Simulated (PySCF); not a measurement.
BBr2H2N, SMILES B(Br)(Br)N. Geometry optimised at PBE-D3(BJ)/def2-SVP. The values are those of a single conformer.

Method: PBE-D3(BJ)/def2-SVP (PySCF 2.14.0).

Harmonic wavenumbers (cm⁻¹): 162, 271, 416, 424, 510, 552, 684, 998, 1320, 1527, 3510, 3621. Rotational constants (GHz): 5.484, 1.121, 0.9307; symmetry number 2.

**Question.** Work out the zero-point energy and the ideal-gas rigid-rotor harmonic-oscillator thermochemistry at 298.15 K and 1 atm.

**Answer.** ZPE = ½ Σ hcν = ½ × 13995 cm⁻¹ = 20.01 kcal/mol. H − E(el) = 23.78 kcal/mol. Entropy in cal/(mol K): translation 41.58, rotation 27.04, vibration 7.53, total 76.15. G − E(el) = 1.08 kcal/mol. Cp = 18.23 cal/(mol K).
